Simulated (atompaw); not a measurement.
## Plane-wave convergence, PAW (atompaw) potential for molybdenum (Mo)

```
Element                 : molybdenum (Mo)
Generator               : atompaw 4.2.0.5
Type                    : PAW
Functional              : PBE
Relativity              : scalar-relativistic
Frozen core             : [Ar] 3d10
Valence charge          : 14
Reference configuration : 4s2 4p6 4d5.5 5s0.5 5p0
Partial waves           : 4s (bound); 5s (bound); 4p (bound); 5p (bound, empty); 4d (bound); 4d channel at 1.15 Ry
Local potential         : bessel scheme, radius 1.85 bohr
Core correction         : smooth core density matched at 1.90 bohr
Augmentation charge     : sinc compensation charge, radius 2.40 bohr; PAW radius 2.40 bohr; waves and projectors: bloechl
```

The pseudo-atom Hamiltonian at the reference potential is diagonalised in spherical Bessel functions j_l(qr) that vanish at 20 bohr, with q² up to the cutoff. All-electron valence levels (Ry): 4s -4.6446, 5s -0.2752, 4p -2.7479, 5p -0.0648, 4d -0.2181.

**Question.** How do the lowest levels (Ry) of each channel move with the cutoff, and are there ghosts?

**Answer.**

```json
{"cutoff (Ry)": "8", "s #1": "-4.4753", "s #2": "-0.2518", "p #1": "-2.3931", "p #2": "-0.0415", "d #1": "-0.0523", "d #2": "0.0617", "f #1": "0.1038", "Σ f·Δε (mRy)": "3390.8"}
{"cutoff (Ry)": "10", "s #1": "-4.5650", "s #2": "-0.2645", "p #1": "-2.5427", "p #2": "-0.0480", "d #1": "-0.1104", "d #2": "0.0579", "f #1": "0.1038", "Σ f·Δε (mRy)": "1987.5"}
{"cutoff (Ry)": "12", "s #1": "-4.6109", "s #2": "-0.2712", "p #1": "-2.6360", "p #2": "-0.0534", "d #1": "-0.1562", "d #2": "0.0561", "f #1": "0.1038", "Σ f·Δε (mRy)": "1081.1"}
{"cutoff (Ry)": "15", "s #1": "-4.6317", "s #2": "-0.2740", "p #1": "-2.7089", "p #2": "-0.0595", "d #1": "-0.1863", "d #2": "0.0553", "f #1": "0.1038", "Σ f·Δε (mRy)": "435.3"}
{"cutoff (Ry)": "18", "s #1": "-4.6419", "s #2": "-0.2751", "p #1": "-2.7307", "p #2": "-0.0621", "d #1": "-0.2086", "d #2": "0.0547", "f #1": "0.1038", "Σ f·Δε (mRy)": "161.0"}
{"cutoff (Ry)": "21", "s #1": "-4.6437", "s #2": "-0.2752", "p #1": "-2.7410", "p #2": "-0.0636", "d #1": "-0.2144", "d #2": "0.0545", "f #1": "0.1038", "Σ f·Δε (mRy)": "63.9"}
{"cutoff (Ry)": "25", "s #1": "-4.6443", "s #2": "-0.2752", "p #1": "-2.7463", "p #2": "-0.0645", "d #1": "-0.2168", "d #2": "0.0545", "f #1": "0.1038", "Σ f·Δε (mRy)": "17.5"}
{"cutoff (Ry)": "30", "s #1": "-4.6445", "s #2": "-0.2752", "p #1": "-2.7476", "p #2": "-0.0647", "d #1": "-0.2178", "d #2": "0.0544", "f #1": "0.1038", "Σ f·Δε (mRy)": "3.8"}
{"cutoff (Ry)": "35", "s #1": "-4.6445", "s #2": "-0.2752", "p #1": "-2.7479", "p #2": "-0.0647", "d #1": "-0.2180", "d #2": "0.0544", "f #1": "0.1038", "Σ f·Δε (mRy)": "0.9"}
{"cutoff (Ry)": "40", "s #1": "-4.6446", "s #2": "-0.2752", "p #1": "-2.7479", "p #2": "-0.0647", "d #1": "-0.2180", "d #2": "0.0544", "f #1": "0.1038", "Σ f·Δε (mRy)": "0.3"}
{"cutoff (Ry)": "45", "s #1": "-4.6446", "s #2": "-0.2752", "p #1": "-2.7479", "p #2": "-0.0647", "d #1": "-0.2181", "d #2": "0.0544", "f #1": "0.1038", "Σ f·Δε (mRy)": "0.1"}
{"cutoff (Ry)": "400", "s #1": "-4.6446", "s #2": "-0.2752", "p #1": "-2.7479", "p #2": "-0.0647", "d #1": "-0.2181", "d #2": "0.0544", "f #1": "0.1038", "Σ f·Δε (mRy)": "0.0"}
```

Result: no extra level below or beside the all-electron valence levels (s, p, d, f tested); 10 mRy is reached at 30 Ry and 1 mRy at 35 Ry.
